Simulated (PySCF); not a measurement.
C₂H₈Si₂ (SMILES C1[SiH2]C[SiH2]1), singlet, geometry from GFN2-xTB; CCSD/STO-3G (PySCF).

The PySCF input:
```python
from pyscf import gto, scf, cc

mol = gto.Mole()
mol.atom = '''
    C     0.252094    0.385150    1.246407
    Si    1.345512   -0.266337   -0.189850
    C    -0.253626   -0.395265   -1.242925
    Si   -1.344790    0.271105    0.188208
    H     0.499997    1.387923    1.584982
    H     0.250765   -0.244754    2.132407
    H     2.328275    0.697745   -0.691746
    H     2.007125   -1.546267    0.077003
    H    -0.256489    0.220533   -2.138708
    H    -0.500352   -1.403859   -1.564856
    H    -1.986513    1.559711   -0.085405
    H    -2.343726   -0.677097    0.688412
'''
mol.basis = 'sto-3g'
mol.charge = 0
mol.spin = 0
mol.verbose = 4
mol.build()

mf = scf.RHF(mol)
mf.kernel()

mycc = cc.CCSD(mf)
mycc.kernel()
print('E(CCSD) = %.10f' % mycc.e_tot)
mf.analyze()
```

Output, abridged:

```
PySCF version 2.14.0

[INPUT] verbose = 4
[INPUT] num. atoms = 12
[INPUT] num. electrons = 48
[INPUT] charge = 0
[INPUT] spin (= nelec alpha-beta = 2S) = 0
[INPUT] symmetry False subgroup None
[INPUT] Mole.unit = angstrom
[INPUT] Symbol           X                Y                Z      unit          X                Y                Z       unit  Magmom
[...]
nuclear repulsion = 217.220338461396
number of shells = 24
number of NR pGTOs = 108
number of NR cGTOs = 36
basis = sto-3g
ecp = {}

******** <class 'pyscf.scf.hf.RHF'> ********
method = RHF
initial guess = minao
damping factor = 0
level_shift factor = 0
DIIS = <class 'pyscf.scf.diis.CDIIS'>
diis_start_cycle = 1
diis_space = 8
diis_damp = 0
SCF conv_tol = 1e-09
SCF conv_tol_grad = None
SCF max_cycles = 50
direct_scf = True
direct_scf_tol = 1e-13
Set gradient conv threshold to 3.16228e-05
Initial guess from minao.
init E= -650.62838838577
[...]
cycle= 1 E= -650.675493464105  delta_E= -0.0471  |g|= 0.243  |ddm|= 3.87
[...]
cycle= 2 E= -650.698961758417  delta_E= -0.0235  |g|= 0.0718  |ddm|= 0.484
[...]
cycle= 3 E= -650.700953336812  delta_E= -0.00199  |g|= 0.0191  |ddm|= 0.127
[...]
cycle= 4 E= -650.701119954958  delta_E= -0.000167  |g|= 0.000782  |ddm|= 0.0438
[...]
cycle= 5 E= -650.701120330054  delta_E= -3.75e-07  |g|= 0.000114  |ddm|= 0.00198
[...]
cycle= 6 E= -650.701120339194  delta_E= -9.14e-09  |g|= 2.35e-05  |ddm|= 0.000325
[...]
cycle= 7 E= -650.701120339664  delta_E= -4.71e-10  |g|= 3.81e-06  |ddm|= 7.81e-05
[...]
Extra cycle  E= -650.701120339673  delta_E= -8.98e-12  |g|= 1.39e-06  |ddm|= 7.53e-06
converged SCF energy = -650.701120339673

******** <class 'pyscf.cc.ccsd.CCSD'> ********
CC2 = 0
CCSD nocc = 24, nmo = 36
max_cycle = 50
direct = 0
conv_tol = 1e-07
conv_tol_normt = 1e-05
diis_space = 6
diis_start_cycle = 0
diis_start_energy_diff = 1e+09
Init t2, MP2 energy = -650.896537004312  E_corr(MP2) -0.195416664638994
Init E_corr(CCSD) = -0.195416664639973
cycle = 1  E_corr(CCSD) = -0.234626294191929  dE = -0.0392096296  norm(t1,t2) = 0.0590202
cycle = 2  E_corr(CCSD) = -0.247464875277181  dE = -0.0128385811  norm(t1,t2) = 0.0219233
cycle = 3  E_corr(CCSD) = -0.255025927943282  dE = -0.00756105267  norm(t1,t2) = 0.00886462
cycle = 4  E_corr(CCSD) = -0.25527330932792  dE = -0.000247381385  norm(t1,t2) = 0.00132463
cycle = 5  E_corr(CCSD) = -0.255253217858949  dE = 2.0091469e-05  norm(t1,t2) = 0.000298617
cycle = 6  E_corr(CCSD) = -0.255256324519914  dE = -3.10666096e-06  norm(t1,t2) = 6.73783e-05
cycle = 7  E_corr(CCSD) = -0.255256500208952  dE = -1.75689039e-07  norm(t1,t2) = 1.92315e-05
cycle = 8  E_corr(CCSD) = -0.255256274972476  dE = 2.25236476e-07  norm(t1,t2) = 6.12177e-06
cycle = 9  E_corr(CCSD) = -0.255256301578953  dE = -2.66064772e-08  norm(t1,t2) = 1.75479e-06
CCSD converged
E(CCSD) = -650.9563766412523  E_corr = -0.2552563015789533
E(CCSD) = -650.9563766413
**** SCF Summaries ****
Total Energy =                        -650.701120339673366
Nuclear Repulsion Energy =             217.220338461396324
One-electron Energy =                -1336.121716954111207
Two-electron Energy =                  468.200258153041545
Two-electron Coulomb Energy =          522.451193800421947
DFT Exchange-Correlation Energy =      -54.250935647380402
HOMO-LUMO gap [eV] =                    20.035169524100152
**** MO energy ****
[...]
 ** Mulliken pop on meta-lowdin orthogonal AOs  **
 ** Mulliken pop  **
[...]
 ** Mulliken atomic charges  **
charge of    0C =     -0.36480
charge of    1Si =      0.62609
charge of    2C =     -0.36480
charge of    3Si =      0.62609
charge of    4H =      0.01538
charge of    5H =      0.01543
charge of    6H =     -0.14608
charge of    7H =     -0.14602
charge of    8H =      0.01538
charge of    9H =      0.01543
charge of   10H =     -0.14608
charge of   11H =     -0.14602
Dipole moment(X, Y, Z, Debye): -0.00048, -0.00317,  0.00109
```
